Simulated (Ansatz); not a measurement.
ClTl (SMILES [Cl][Tl]), singlet, geometry from GFN2-xTB (such geometries of metal compounds can be far from the true shape) (core potentials on Tl); B3LYP/def2-SVP in Ansatz (a quantum-chemistry and plane-wave program).

Ansatz was given this input:
Ansatz 0.2 input:
```yaml
crystal:
  periodic: [false, false, false]
  atoms:
    - {symbol: Tl, position_ang: [-0.00000000, -0.00000000, -0.44980442]}
    - {symbol: Cl, position_ang: [0.00000000, 0.00000000, 2.14318575]}
basis:
  gaussian:
    orbitals: def2-SVP
hamiltonian:
  xc: b3lyp
```

Question: What does Ansatz print? Leave out banner, timings and long lists.

Answer: 
```
Functional definition: B3LYP
511 factors; integrals over basis functions are off by at most 2.4e-4 eV
mean field evaluation 1: about -17215.8495 eV, gradient 2.0e1 eV
mean field evaluation 2: about -17202.4722 eV, gradient 6.8e1 eV
mean field evaluation 4: about -17217.2880 eV, gradient 1.1e0 eV
mean field evaluation 8: about -17217.3045 eV, gradient 2.0e-2 eV
mean field evaluation 16: about -17217.3045 eV, gradient 1.9e-5 eV
mean field -17217.30448760 eV, -632.7242696113 hartree, gradient 1.9e-5 eV, S^2 0.000000; 0 other end points of the search recorded, 0 dependent functions left out
reference -17217.30467021 eV, -632.7242763220 hartree; 19, 19 occupied and 25, 25 virtual orbitals, 511 factors
Total energy: -17217.30467021 eV, -632.7242763220 hartree
```
